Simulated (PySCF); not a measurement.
## TbI: frontier orbitals

r²SCANh at R = 2.828 Å; Tb x2c-SVPall, I x2c-SVPall; spin-free X2C with a Gaussian nucleus (PySCF 2.14). State: septet, about 8.5 electrons in the 4f shell (Mulliken), real f orbitals that mix terms. Only the outer orbitals are listed, counted within each symmetry.

| spin | orbital | occ. | ε (eV) | on Tb (%) | main shells (%) |
| --- | --- | --- | --- | --- | --- |
| α | 23σ | 1 | -7.60 | 21 | 78 I p, 10 Tb s |
| α | 13π | 1 | -6.84 | 9 | 91 I p |
| α | 13π | 1 | -6.84 | 9 | 91 I p |
| α | 24σ | 1 | -4.48 | 97 | 75 Tb s, 17 Tb d |
| α | 6δ | 0 | -2.27 | 100 | 100 Tb d |
| α | 6δ | 0 | -2.14 | 100 | 100 Tb d |
| α | 14π | 0 | -1.71 | 97 | 69 Tb d, 29 Tb p |
| β | 22σ | 1 | -7.54 | 16 | 83 I p |
| β | 12π | 1 | -6.85 | 8 | 92 I p |
| β | 12π | 1 | -6.85 | 8 | 92 I p |
| β | 5δ | 1 | -5.45 | 100 | 100 Tb f |
| β | 23σ | 1 | -3.91 | 100 | 50 Tb f, 46 Tb s |
| β | 24σ | 0 | -2.72 | 97 | 49 Tb f, 37 Tb s, 8 Tb p |
| β | 1φ | 0 | -1.55 | 100 | 100 Tb f |
| β | 1φ | 0 | -1.55 | 100 | 100 Tb f |

Q: Which are the highest filled and the lowest empty level, where do they sit, and how wide is the gap?

A: Highest filled β 23σ at -3.91 eV (in %: 50 Tb f, 46 Tb s); lowest empty β 24σ at -2.72 eV (in %: 49 Tb f, 37 Tb s, 8 Tb p); the gap at r²SCANh is 1.19 eV.

| Property | Result |
| --- | --- |
| bond order (Mayer) | 1.25 |
| ⟨S²⟩ | 12.045 |
| charge on Tb (Mulliken, basis-dependent) | 0.29 |
| charge on Tb (Löwdin, basis-dependent) | -0.08 |
| dipole moment (positive dipole means Tb(−)I(+)) | -3.66 D |

Spin–orbit coupling is left out. With d or f electrons several states lie close, and the lowest PBE0 determinant need not be the measured ground state.
